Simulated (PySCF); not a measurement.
C3H6AuN, charge -1, doublet, at a GFN2-xTB geometry (such geometries of metal compounds can be far from the true shape) (the multiplicity is a formal guess) (core potentials on Au) (in this run its highest filled SCF level lies above zero, so its values depend strongly on the basis, on diffuse functions most of all); DF-B3LYP/def2-SVP (PySCF).

The PySCF input:
```python
from pyscf import gto, scf, dft

mol = gto.Mole()
mol.atom = '''
    Au    0.341711    0.055074   -0.337038
    C     1.699818    0.540479   -1.832344
    H     2.595893   -0.094871   -1.835503
    H     2.081230    1.568080   -1.768324
    H     1.287392    0.453572   -2.846332
    C    -2.616804   -0.721516    2.757288
    N    -1.919171    0.008145    1.706044
    C    -0.928383   -0.425489    1.077054
    H    -2.587001   -0.132111    3.681651
    H    -2.197772   -1.721150    2.969291
    H    -3.668537   -0.842201    2.470959
'''
mol.basis = 'def2-svp'
mol.ecp = {'Au': 'def2-svp'}
mol.charge = -1
mol.spin = 1
mol.verbose = 3
mol.build()

mf = dft.UKS(mol)
mf.xc = 'b3lyp'
mf.grids.level = 0
mf = mf.density_fit(auxbasis='def2-universal-jkfit')
mf.kernel()
mf.analyze()
```

It wrote (shortened):

```
converged SCF energy = -308.28795211738  <S^2> = 0.75401504  2S+1 = 2.004011
**** MO energy ****
                             alpha | beta                alpha | beta
MO #1   energy= -14.1387677538555  | -14.1361929523892  occ= 1 | 1
MO #2   energy= -10.0609987002351  | -10.0583793046847  occ= 1 | 1
MO #3   energy= -10.0110921880508  | -10.0019673877609  occ= 1 | 1
MO #4   energy= -9.97354330944562  | -9.97304422129721  occ= 1 | 1
MO #5   energy= -3.96787128383245  | -3.96632068280813  occ= 1 | 1
MO #6   energy= -2.15371446743185  | -2.15165417443757  occ= 1 | 1
MO #7   energy= -2.13480117420652  | -2.13429201086646  occ= 1 | 1
MO #8   energy= -2.13353322299882  | -2.13121038093296  occ= 1 | 1
MO #9   energy= -0.725555721984895 | -0.7165390222677   occ= 1 | 1
MO #10  energy= -0.543968922424442 | -0.537258176069813 occ= 1 | 1
MO #11  energy= -0.482642448281551 | -0.481518791818049 occ= 1 | 1
MO #12  energy= -0.359980068550241 | -0.347208392290025 occ= 1 | 1
MO #13  energy= -0.288532672386239 | -0.286780019741666 occ= 1 | 1
MO #14  energy= -0.288009909723765 | -0.280646249689215 occ= 1 | 1
MO #15  energy= -0.257343892881453 | -0.248481168871736 occ= 1 | 1
MO #16  energy= -0.211525951216797 | -0.210902584628186 occ= 1 | 1
MO #17  energy= -0.211062770824307 | -0.209220343182727 occ= 1 | 1
MO #18  energy= -0.170682618819823 | -0.148265085563919 occ= 1 | 1
MO #19  energy= -0.152593312955181 | -0.142015138685645 occ= 1 | 1
MO #20  energy= -0.112720753872465 | -0.106363824577203 occ= 1 | 1
MO #21  energy= -0.107240680405869 | -0.106021025900329 occ= 1 | 1
MO #22  energy= -0.107100404164822 | -0.0991212231920768 occ= 1 | 1
MO #23  energy= -0.0989289749525338 | -0.0909486003951821 occ= 1 | 1
MO #24  energy= -0.0924001414080864 | -0.0905244647274022 occ= 1 | 1
MO #25  energy= -0.0672260130993507 | -0.0648281516321507 occ= 1 | 1
MO #26  energy= 0.0474698694210058 | 0.139333212125376  occ= 1 | 0
MO #27  energy= 0.155528536352325  | 0.158404776718118  occ= 0 | 0
MO #28  energy= 0.186622714212196  | 0.191295675652719  occ= 0 | 0
MO #29  energy= 0.2000722834261    | 0.202921363625301  occ= 0 | 0
MO #30  energy= 0.210435680368616  | 0.222706611555108  occ= 0 | 0
MO #31  energy= 0.231785084418743  | 0.238594619863017  occ= 0 | 0
MO #32  energy= 0.260823284998069  | 0.262985294379786  occ= 0 | 0
MO #33  energy= 0.26392655112658   | 0.266922055022847  occ= 0 | 0
MO #34  energy= 0.264607383008955  | 0.271481836649035  occ= 0 | 0

WARN: System has nonzero charge -1; the dipole moment is origin-dependent.
Location of origin: [0. 0. 0.]

Dipole moment(X, Y, Z, Debye):  0.12182, -0.30341,  0.06477
```
